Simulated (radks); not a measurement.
The samarium ion Sm7+ is in [Kr] 4d10 4f2 5s2 5p5. Calculated with a radial shooting solver on a logarithmic mesh with Libxc functionals: scalar-relativistic Kohn-Sham, BLYP, spin-polarised, spherical densities, finite nucleus; Fermi nuclear charge, rms radius of each element as measured or else 0.836 A^(1/3) + 0.57 fm. Open shells are filled with parallel spins first. One electron is removed from 4d, 4f, 5p, 5s in turn, with full relaxation. Which removal costs least, and what does each cost?

Answer. 5p 119.97 eV; 4f 128.73 eV; 5s 145.73 eV; 4d 258.99 eV. The 5p electron leaves first.
